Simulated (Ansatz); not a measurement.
System: KAu (charge 0, singlet). 
Geometry from a B3LYP-D3(BJ)/def2-TZVP (Ansatz, a program for electronic structure) optimisation:
```xyz
2

K      0.0000     0.0000    -2.3756
Au     0.0000     0.0000     0.5713
```

Basis-set convergence of Hartree-Fock and CCSD correlation energies (hartree) with Ansatz. Correlated levels leave the core frozen unless marked. No spin-orbit coupling. Frozen are the shells of the preceding noble gas and the d and f shells that filled before the atom's block. The outer core of K, Ca and their heavier congeners is not correlated, a term that matters for these elements. Past Kr the def2 sets carry scalar-relativistic core potentials.

The T1 diagnostic of CCSD in the largest basis is 0.034, which is high, so the coupled-cluster rows are less sure than usual.

```
basis       functions       E(HF)  E(corr, CCSD)
----------  ---------  ----------  -------------
def2-SVP           56  -733.89754       -0.28420
def2-TZVPP         89  -733.97869       -0.38607
def2-QZVPP        158  -733.99150       -0.41342
```

Extrapolating the two largest sets (X = 3 and 4) as X^-3: E(corr) = (64·(-0.41342) - 27·(-0.38607))/37 = -0.4334 Eh, an estimate of the basis-set limit. The largest set recovers 95.4 % of it, the smallest 65.6 %.
